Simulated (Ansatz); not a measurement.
One change: `[AlH2][SiH2]C[SiH3]` becomes `[AlH2][SiH2]CS[SiH3]`.

Ansatz, PBE0-D4/def2-TZVP geometries, multiplicity 1. Each molecule was computed in one conformer, which needn't be the lowest.

```json
{"property": "HOMO energy (ωB97M-V/def2-TZVPP) / eV", "`[AlH2][SiH2]C[SiH3]`": "-9.11"}
{"property": "size of the dipole moment (PBE/def2-TZVPP) / D", "`[AlH2][SiH2]C[SiH3]`": "2.11"}
{"property": "LUMO energy (PBE0/def2-TZVPP) / eV", "`[AlH2][SiH2]C[SiH3]`": "-1.25"}
{"property": "size of the dipole moment (ωB97M-V/def2-TZVPP) / D", "`[AlH2][SiH2]C[SiH3]`": "2.06"}
{"property": "LUMO energy (PBE/def2-TZVPP) / eV", "`[AlH2][SiH2]C[SiH3]`": "-2.04"}
{"property": "HOMO–LUMO gap (B3LYP/def2-TZVPP) / eV", "`[AlH2][SiH2]C[SiH3]`": "5.54"}
```

Task: Give the same properties after the change, and the shifts. (Best estimate.)

Result: Computed: 
```tsv
property	`[AlH2][SiH2]CS[SiH3]`	shift
HOMO energy (ωB97M-V/def2-TZVPP) / eV	-8.88	0.23
size of the dipole moment (PBE/def2-TZVPP) / D	3.18	1.07
LUMO energy (PBE0/def2-TZVPP) / eV	-0.93	0.32
size of the dipole moment (ωB97M-V/def2-TZVPP) / D	3.16	1.10
LUMO energy (PBE/def2-TZVPP) / eV	-1.78	0.26
HOMO–LUMO gap (B3LYP/def2-TZVPP) / eV	5.62	0.08
```

With PBE0 the HOMO rises by 0.23 eV and the LUMO rises by 0.32 eV, so the gap widens by about 0.09 eV. PBE moves the HOMO by 0.21 eV and ωB97M-V by 0.23 eV. Dipoles are sizes alone; their direction can turn.

B3LYP here is the variant with VWN-RPA as its local correlation; programs differ in this.
